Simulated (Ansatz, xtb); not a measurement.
Ga2H6S2: which of two structures lies lower

Structure X: `[SH+]1[GaH2-][SH+][GaH2-]1`, a singlet. Structure Y: a singlet given by its coordinates. Both are isolated molecules in the gas phase, relaxed with PBE0-D4/def2-SVP.

X (Å):

```csv
atom,x (Å),y (Å),z (Å)
Ga,0.7376,-0.6950,-1.3190
Ga,-1.2083,0.3264,1.0765
S,-0.5422,1.3328,-1.0173
S,0.4757,-1.4042,0.9765
H,0.4691,2.0736,-0.5117
H,-0.1824,-1.6414,-2.1488
H,2.2322,-0.2973,-1.5361
H,1.4853,-0.6592,1.4790
H,-2.5570,-0.3951,0.7744
H,-0.8267,1.3082,2.2295
```

Y (Å):

```yaml
atoms:
  - { symbol: Ga, position_ang: [-1.0086, 0.5586, -0.7680] }
  - { symbol: Ga, position_ang: [0.5225, -1.7724, -0.4114] }
  - { symbol: S, position_ang: [-1.3432, 1.6279, 1.1530] }
  - { symbol: S, position_ang: [1.3688, 0.3513, -1.1566] }
  - { symbol: H, position_ang: [-0.7679, 0.6615, 1.9026] }
  - { symbol: H, position_ang: [-1.7458, 0.8607, -2.0995] }
  - { symbol: H, position_ang: [1.6944, 0.8247, 0.0668] }
  - { symbol: H, position_ang: [0.5781, -2.7575, -1.6132] }
  - { symbol: H, position_ang: [-1.1156, -1.1380, -0.4223] }
  - { symbol: H, position_ang: [0.8756, -1.9468, 1.0967] }
```

Close contacts (Å): Ga1–Ga2 2.81, Ga1–S3 2.22, Ga1–S4 2.42, Ga2–S4 2.40, Ga1–H6 1.55, Ga1–H9 1.73, Ga2–H8 1.55, Ga2–H9 1.76, Ga2–H10 1.56, S3–H5 1.35, S4–H7 1.35.

Task: Estimate which is lower in electronic energy at CCSD(T)/def2-SVP + ΔMP2/def2-TZVPP, and by roughly how much.

Result: The CCSD(T)/def2-SVP + ΔMP2/def2-TZVPP calculation puts structure X lower, by 0.347 eV.

Level by level:

| level | geometry | E(Y) − E(X) (eV) | departure from the last row (eV) | job, with rough time for the two |
| --- | --- | --- | --- | --- |
| PBE0-D4/def2-SVP | PBE0-D4/def2-SVP | +0.428 | +0.081 | optimisation, 82 s |
| HF/def2-SVP | PBE0-D4/def2-SVP | +0.463 | +0.116 | part of the CCSD(T) run |
| MP2/def2-SVP | PBE0-D4/def2-SVP | +0.441 | +0.094 | part of the CCSD(T) run |
| CCSD(T)/def2-SVP | PBE0-D4/def2-SVP | +0.423 | +0.076 | single point |
| CCSD(T)/def2-SVP + ΔMP2/def2-TZVPP | PBE0-D4/def2-SVP | +0.347 |  | single point, 69 s |

The levels shown agree on the order. The largest departure from CCSD(T)/def2-SVP + ΔMP2/def2-TZVPP is that of HF/def2-SVP, 0.116 eV. Levels run at GFN2-xTB geometries aren't shown. The last row adds to CCSD(T) the change of the MP2 difference between the two basis sets, here −0.076 eV.

With thermal terms from frequencies at re-optimised GFN2-xTB minima (ideal gas, soft modes damped towards free rotors, one conformer each, 298.15 K, 1 atm): on the last row, ΔE + ΔZPE = +0.298, ΔH = +0.313, ΔG = +0.249 eV.

The correlated steps freeze 28 core orbitals; the filled d shell of Ga is correlated, in a basis made for valence electrons. Run with Ansatz 0.2.0, xtb 6.7.1; the last row on 2 threads of Arm Neoverse V2 on a shared host.
